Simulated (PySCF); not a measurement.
**CsRb and its ions**

PBE0; Cs def2-SVPD with ECP46, Rb def2-SVPD with ECP28; scalar-relativistic core potentials (PySCF 2.14). Neutral (UKS): singlet (closed shell), Re = 4.533 Å, ωe = 48.4 cm⁻¹, De = 0.43 eV, HOMO -2.71 eV, LUMO -1.19 eV.

CsRb⁺ (UKS): doublet (σ ↑), Re = 5.264 Å, ωe = 32.5 cm⁻¹, De = 0.60 eV to Cs⁺ + Rb. The energies at the minima are -44.23714 hartree for CsRb and -44.10008 for CsRb⁺.

(1) Work out the adiabatic ionisation energy, without and with harmonic zero-point energies (1 hartree = 27.2114 eV, 1 eV = 8065.5 cm⁻¹), and the change of the bond length.

CsRb⁻ (UKS): doublet (σ ↑), Re = 5.085 Å, ωe = 30.3 cm⁻¹, De = 0.52 eV to Cs + Rb⁻. The energies at the minima are -44.23714 hartree for CsRb and -44.25709 for CsRb⁻.

(2) Work out the adiabatic electron affinity, without and with harmonic zero-point energies (1 hartree = 27.2114 eV, 1 eV = 8065.5 cm⁻¹), and the change of the bond length.

Closed-shell solutions of metal pairs were not tested for spin polarisation, which can lower them a little. Weak bonds: CsRb. Basis-set superposition, not corrected here, can be much of De in a small basis, most of all at correlated wavefunction levels. Spin–orbit coupling is left out. For an ion De counts to the pair picked by the measured ionisation energies or electron affinities, which need not be the lowest pair at this level. The highest Kohn–Sham level is positive in this anion. Much of that is self-interaction error, but it also means that the finite basis helps to hold the extra electron. States were picked by a PBE0 search and need not be the measured ground states.

Answers

(1) At PBE0: 0.13706 hartree = 3.730 eV between the minima; the zero-point term (32.5 − 48.4)/2 cm⁻¹ = -0.001 eV makes it 3.729 eV. Re changes by +73.1 pm against the neutral. Minus the HOMO energy is 2.71 eV, -1.02 eV from the value between the minima; self-interaction puts the Kohn–Sham level too high, less so with exact exchange. The electron leaves a σ orbital, and the longer bond of the ion fits a bonding orbital, or a change in how ionic the bond is.

(2) At PBE0: 0.01995 hartree = 0.543 eV between the minima; the zero-point term (48.4 − 30.3)/2 cm⁻¹ = +0.001 eV makes it 0.544 eV. Re changes by +55.2 pm against the neutral. The electron enters a σ orbital; the charge polarises the partner, so the anion is bound more strongly.
